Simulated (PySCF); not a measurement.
**How methods differ on the ionisation energy of Ge²²⁺**

Ge²²⁺ [Ne] (1S) → Ge²³⁺ [He] 2s2 2p5 (2P), as a difference of total energies. All numbers are calculated (PySCF 2.14, no relativity, point nucleus, in an uncontracted even-tempered set (18 s from 5.5 bohr⁻², ratio 2.2; 11 p from 7.2 bohr⁻², ratio 2.2; 6 d from 35 bohr⁻², ratio 2.4; 5 f from 52 bohr⁻², ratio 2.4; 5 g from 79 bohr⁻², ratio 2.4)). Correlated levels: nothing frozen; virtual orbitals above 40 to 60 times the deepest correlated orbital energy dropped. The calculations carry no spin-orbit coupling.

```tsv
method	ionisation energy (eV)
UHF	2177.3
LDA	2177.0
PBE	2176.7
PBE0	2177.3
r2SCAN	2178.7
BP86	2177.3
BHandHLYP	2178.0
MP2 (all electrons)	2178.9
SCS-MP2 (all electrons)	2178.8
```

A first-order spin-orbit estimate (lowest level to lowest level, LS coupling) adds -10.111 eV.

All relativistic terms are absent from these numbers, so their closeness to the reference says little about the methods.

For comparison: 2178.2 ± 0.4 eV (measured; NIST Atomic Spectra Database, ionization energies).
